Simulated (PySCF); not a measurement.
CH7FOSi2, SMILES O[Si@@H](F)C[SiH3]. Atoms are numbered in the order given.

```xyz
12

O      0.1931    -1.5485     0.6992
Si     0.5466     0.0761     0.8624
F      2.1688     0.2658     1.0388
C     -0.0376     0.8922    -0.7047
Si    -1.6489     0.1659    -1.4001
H      0.3625    -2.1145     1.4715
H     -0.0601     0.6576     2.1053
H     -0.1771     1.9772    -0.5117
H      0.7568     0.8006    -1.4764
H     -2.6865     0.0676    -0.3140
H     -2.1905     1.0634    -2.4819
H     -1.4122    -1.1976    -1.9800
```

Geometry optimised at PBE-D3(BJ)/def2-SVP. The structure was generated by enumeration; whether it is a known compound was not checked. The values are those of a single conformer.

These are PBE/pcSseg-1 run with PySCF values and carry that method's errors.

GIAO shieldings, no solvent; atoms listed in one row are averaged. δ = σ(ref) − σ: ¹⁷O against H2O (σ = 334.3 ppm); ²⁹Si against TMS (σ = 335.4 ppm); ¹⁹F against CFCl3 (σ = 133.6 ppm); ¹³C against TMS (σ = 182.0 ppm); ¹H against TMS (σ = 31.49 ppm), references at their B3LYP-D3(BJ)/def2-TZVP geometries, non-relativistic.

Computed chemical shifts:
| nucleus | atoms | count | δ (ppm) |
|---|---|---|---|
| ¹⁷O | O1 | 1 | 81.3 |
| ²⁹Si | Si2 | 1 | -0.5 |
| ²⁹Si | Si5 | 1 | -74.4 |
| ¹⁹F | F3 | 1 | -157.9 |
| ¹³C | C4 | 1 | -3.4 |
| ¹H | H7 | 1 | 5.79 |
| ¹H | H10, H11, H12 | 3 | 4.50 |
| ¹H | H6 | 1 | 2.67 |
| ¹H | H9 | 1 | 0.89 |
| ¹H | H8 | 1 | 0.44 |
